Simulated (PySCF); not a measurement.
A calculated (UHF, PySCF 2.14, cc-pVTZ, the non-relativistic Hamiltonian (point nucleus)) atom or ion has these occupied shells.

```json
{"shell": "1s α", "electrons": "1", "orbital energy (eV)": "-582.67", "rms radius, mean of both spins (bohr)": "0.230"}
{"shell": "1s β", "electrons": "1", "orbital energy (eV)": "-579.03", "rms radius, mean of both spins (bohr)": "0.230"}
{"shell": "2s α", "electrons": "1", "orbital energy (eV)": "-56.399", "rms radius, mean of both spins (bohr)": "1.20"}
{"shell": "2s β", "electrons": "1", "orbital energy (eV)": "-41.697", "rms radius, mean of both spins (bohr)": "1.20"}
{"shell": "2p α", "electrons": "3", "orbital energy (eV)": "-36.204", "rms radius, mean of both spins (bohr)": "1.21"}
```

Q: Name the element and its charge.

A: O⁺ (oxygen, charge +1), in [He] 2s2 2p3, high-spin 4S determinant.
